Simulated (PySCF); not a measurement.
**`InChI=1S/C4H10N2Si/c1-4-2-3-6(7)5-4/h2-3H2,1,7H3`**

Cartesian coordinates in Å; atom numbers follow the order of the lines, from 1:
```xyz
17

C    -2.487   -0.022    0.875
C    -1.124   -0.045    0.292
N    -0.058    0.022    0.982
N     1.042   -0.039    0.196
Si    2.621    0.238    0.831
C     0.671   -0.124   -1.222
C    -0.861   -0.161   -1.200
H    -3.033   -0.923    0.595
H    -3.044    0.837    0.501
H    -2.421    0.038    1.957
H     3.080    1.612    0.569
H     3.509   -0.685    0.116
H     2.505   -0.029    2.255
H     1.113   -1.024   -1.656
H     1.061    0.745   -1.759
H    -1.315    0.667   -1.747
H    -1.266   -1.095   -1.594
```

The calculation used GIAO HF/pcSseg-1 magnetisability, rotational g tensor and spin-rotation constants, non-relativistic, gas phase (PySCF 2.14.0). Geometry: GFN2-xTB.

Q: Give the nuclear spin-rotation constants along the inertial axes (H = +C I·J) beside the isotropic shieldings.

A: Rotational constants 5.0024, 1.3792, 1.1185 GHz. A star marks the isotopologue with that one atom substituted, in its own axes.
```csv
atom,isotope,Caa (kHz),Cbb (kHz),Ccc (kHz),mean (kHz),σ (ppm)
N3,14N,1.536,0.304,0.071,0.637,-122.4
N4,14N,0.324,0.083,0.087,0.165,172.2
H8,1H,-0.281,-0.140,-0.042,-0.154,30.4
H9,1H,-0.346,-0.146,-0.022,-0.171,30.3
H10,1H,-0.513,0.047,-0.124,-0.197,29.6
H11,1H,-0.381,-0.123,0.028,-0.159,27.9
H12,1H,-0.278,-0.055,-0.052,-0.128,27.9
H13,1H,-0.460,0.059,-0.096,-0.166,27.5
H14,1H,-0.426,-0.086,-0.018,-0.176,28.7
H15,1H,-0.413,-0.101,-0.013,-0.176,28.9
H16,1H,-0.431,-0.112,-0.020,-0.188,29.7
H17,1H,-0.400,-0.107,-0.030,-0.179,29.6
C1,13C*,0.658,0.174,0.144,0.325,176.0
C2,13C*,1.818,0.630,0.213,0.887,40.1
Si5,29Si*,-2.428,-0.727,-0.597,-1.251,443.9
C6,13C*,0.837,0.191,0.223,0.417,149.9
C7,13C*,0.747,0.183,0.206,0.379,158.6
```
For the geometry as given, no vibrational averaging.

Q: How do the rotational constants and the g tensor change when H8, H9, H10, H11, H12, H13, H14, H15, H16, H17 are replaced by deuterium?

A: Constants 3.8575, 1.1655, 0.9467 GHz; g -0.0431, -0.0133, -0.0063, against -0.0558, -0.0157, -0.0074 before.
